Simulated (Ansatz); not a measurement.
Job for Ansatz (a first-principles code): R-PBE0/def2-TZVPPD on Br2 (SMILES BrBr) with ghost functions, monomers drawn apart or pushed together. Files ending in .json are basis or fitting sets from the Basis Set Exchange.

Ansatz 0.2 input:
```yaml
crystal:
  periodic: [false, false, false]
  atoms:
    - {symbol: Br, position_ang: [0.00468398, 0.30229741, 8.20701680]}
    - {symbol: Br, position_ang: [-0.10765636, 0.08155342, 5.89328261]}
basis:
  gaussian:
    orbitals: def2-TZVPPD.json
    ghost_atoms:
      - {symbol: Cl, position_ang: [-0.08714203, -0.25780912, 0.07877277]}
      - {symbol: H, position_ang: [0.95875619, 0.48574338, 0.07410081]}
hamiltonian:
  xc: {name: PBE0}
scf: {lower_state_search: off}
```

The head of its log:

```
WARN ansatz: RAYON_NUM_THREADS=2 ignored (pool sized by the plan → 2); use --threads N
Functional definition: PBE0
these checks for a lower state are left out or cut short: stability, starts, cluster_reference, orbital_swaps, neighbouring_geometries, increment
integrals: 0.11 GiB planned
1319 factors; their error is unknown
mean field: 0.93 GiB planned
mean field evaluation 1: about -140075.5114 eV, gradient 9.4e0 eV
mean field evaluation 2: about -140075.5878 eV, gradient 5.3e0 eV
```

Question: What total energy does the run end on?

Answer: -5147.7074 hartree.
